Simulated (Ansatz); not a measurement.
`CS[Si]Cl`. The species carries charge 0 and has multiplicity 1.

```xyz
7

C     0.724   -0.307    0.550
S     0.695    0.948   -0.753
Si   -1.223    1.197   -1.626
Cl   -2.419   -0.181   -0.593
H     1.445   -1.073    0.268
H     1.041    0.169    1.476
H    -0.262   -0.752    0.677
```

Question: List the harmonic frequencies (cm⁻¹, unscaled) at PBE0-D4/def2-TZVP in Ansatz. (Best estimate.)

Answer: Computed: 9, 132, 179, 268, 491, 507, 726, 961, 970, 1337, 1463, 1465, 3072, 3167, 3176.
